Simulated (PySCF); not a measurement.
C2H5O2, SMILES COC=[OH+], charge +1. Coordinates come from a PBE-D3(BJ)/def2-SVP optimisation. The isomer is the one that the SMILES or the coordinates give; other isomers of the formula were not compared. One conformer was computed; it need not be the lowest.

Computed equilibrium geometry at PBE-D3(BJ)/def2-SVP (PySCF confirms it by a frequency run) as Cartesian coordinates in Å, and its point group (one conformer of several):
point group Cs.
```xyz
9

C      0.4028     1.4663     0.0000
O     -0.7076     0.5018     0.0000
C     -0.5368    -0.7574     0.0000
O      0.5761    -1.3968     0.0000
H      1.0005     1.3359     0.9239
H     -0.0855     2.4551     0.0000
H      1.0005     1.3359    -0.9239
H     -1.4535    -1.3793     0.0000
H      1.3940    -0.8419     0.0000
```
Charge +1, spin multiplicity 1.
